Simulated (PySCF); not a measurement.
Run record for `N#C[C@H]1COCO1`: PBE0/ANO-RCC-VDZP, energy threshold 1e-08 Eh, start guess atom, TDA, 6 singlets.

Method: TDA PBE0/ANO-RCC-VDZP, vertical, gas phase, core orbitals frozen in the response (PySCF 2.14.0, density-fitted response routines). Geometry: GFN2-xTB. The command runs a driver script over a list of jobs; the input below is this job's line of settings and its coordinates in Å.

Command:
```bash
OMP_NUM_THREADS=1 python probes_run.py task.json out
```

Input:
```
{"job": {"kind": "uv", "xc": "PBE0", "basis": "ANO-RCC-VDZP", "nstates": 6, "ntriplets": 2, "tda": true, "scf": {"conv": 1e-08, "guess": "atom"}}, "charge": 0, "multiplicity": 1}
N     -2.133816     2.178113     0.172652
C     -1.483772     1.260849     0.372072
C     -0.651689     0.090449     0.604308
C     -0.426674    -0.707029    -0.707111
O      0.830077    -0.252831    -1.139638
C      1.552836    -0.020092     0.026901
O      0.656105     0.482895     0.990303
H     -1.112212    -0.520077     1.393609
H     -1.161354    -0.490389    -1.482314
H     -0.406124    -1.784989    -0.494004
H      2.004795    -0.956671     0.408583
H      2.333027     0.719087    -0.171386
```

Task: Predict the output.

Result: 
```
final grid: 105104 points
cycle   1  E = -360.0530578628  dE =  2.083e+00  |g| = 1.006e+00  |ddm| = 5.210e+00
cycle   2  E = -359.8007250329  dE =  2.523e-01  |g| = 1.489e+00  |ddm| = 2.444e+00
cycle   3  E = -360.2568739785  dE = -4.561e-01  |g| = 3.552e-01  |ddm| = 1.612e+00
cycle   4  E = -360.2844037184  dE = -2.753e-02  |g| = 1.037e-01  |ddm| = 3.776e-01
cycle   5  E = -360.2863894957  dE = -1.986e-03  |g| = 3.298e-02  |ddm| = 1.058e-01
cycle   6  E = -360.2866102674  dE = -2.208e-04  |g| = 7.704e-03  |ddm| = 3.153e-02
cycle   7  E = -360.2866216149  dE = -1.135e-05  |g| = 1.603e-03  |ddm| = 6.430e-03
cycle   8  E = -360.2866222159  dE = -6.009e-07  |g| = 4.337e-04  |ddm| = 1.662e-03
cycle   9  E = -360.2866222514  dE = -3.554e-08  |g| = 1.639e-04  |ddm| = 4.271e-04
cycle  10  E = -360.2866222564  dE = -4.939e-09  |g| = 4.035e-05  |ddm| = 1.654e-04
converged SCF energy = -360.2866222564

Static polarisability (au): isotropic 50.619, principal 41.720 46.443 63.693

Singlet excitations
state   eV       nm        f      main configurations
  1   7.0265    176.5   0.03713   H->L 0.88
  2   7.2218    171.7   0.04202   H->L+1 0.79, H->L 0.10
  3   7.5727    163.7   0.00199   H-1->L 0.68, H-2->L+1 0.16, H-1->L+1 0.08
  4   7.6470    162.1   0.00277   H-2->L+1 0.43, H-1->L 0.28, H-1->L+1 0.17
  5   7.8397    158.1   0.01300   H-1->L+1 0.62, H-2->L+1 0.17
  6   7.9388    156.2   0.00343   H->L+2 0.79

Triplet excitations (Tamm-Dancoff, eV): 6.2495 6.7068
```

H and L stand for HOMO and LUMO; the number after each pair is its weight.

Task: Give S1 in cm⁻¹ and kJ/mol.

Result: 7.0265 eV × 8065.54 = 56673 cm⁻¹; × 96.485 = 678.0 kJ/mol.

Task: Which computed singlet has the largest oscillator strength, and what do all of them sum to?

Result: State 2 at 7.22 eV (172 nm), f = 0.042; the 6 states sum to 0.100.

In short: SCF converged in 10 cycles with 123 basis and 802 fitting functions; HOMO -8.28 eV, LUMO -0.08 eV; lowest singlet 7.03 eV; lowest triplet 6.25 eV (Tamm–Dancoff); mean polarisability 50.6 au.

ANO-RCC sets were contracted for a scalar-relativistic Hamiltonian, but ran non-relativistically here. The basis is contracted for a relativistic Hamiltonian, but the run is non-relativistic.

Task: How long does this job take on an Arm Neoverse V1 with one thread, no GPU, shared host? And the peak memory of the process?

Result: About 13 s, with 0.58 GiB resident at the peak, the Python interpreter and its libraries included.

One conformer stands for the species.
